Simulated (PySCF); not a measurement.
CaCl⁻: frontier orbitals

M06-2X at R = 2.559 Å; Ca def2-SVPD, Cl def2-SVPD; no relativity (PySCF 2.14). State: ¹Σ⁺ (singlet), closed shell. Only the outer orbitals are listed, counted within each symmetry.

| orbital | occ. | ε (eV) | on Ca (%) | main shells (%) |
| --- | --- | --- | --- | --- |
| 3π | 2 | -27.63 | 100 | 100 Ca p |
| 3π | 2 | -27.63 | 100 | 100 Ca p |
| 8σ | 2 | -27.59 | 99 | 99 Ca p |
| 9σ | 2 | -18.46 | 1 | 98 Cl s |
| 10σ | 2 | -5.77 | 6 | 93 Cl p |
| 4π | 2 | -5.16 | 2 | 98 Cl p |
| 4π | 2 | -5.16 | 2 | 98 Cl p |
| 11σ | 2 | -0.36 | 103 | 93 Ca s, 8 Ca p |
| 5π | 0 | 2.98 | 108 | 107 Ca p |
| 5π | 0 | 2.98 | 108 | 107 Ca p |

Question: Which are the highest filled and the lowest empty level, where do they sit, and how wide is the gap?

Answer: Highest filled 11σ at -0.36 eV (in %: 93 Ca s, 8 Ca p); lowest empty 5π at 2.98 eV (in %: 107 Ca p); the gap at M06-2X is 3.34 eV. An empty level above zero is unbound, and its energy depends on the basis.

```
bond order (Mayer)                                                                                                 : 0.23
⟨S²⟩                                                                                                               : 0.000
charge on Ca (Mulliken, basis-dependent)                                                                           : -0.29
charge on Ca (Löwdin, basis-dependent)                                                                             : -0.28
dipole moment (positive dipole points towards Cl; it is taken about the centre of mass and depends on that origin) : 3.01 D
```

Shares are Mulliken populations and can fall outside 0 to 100 %.
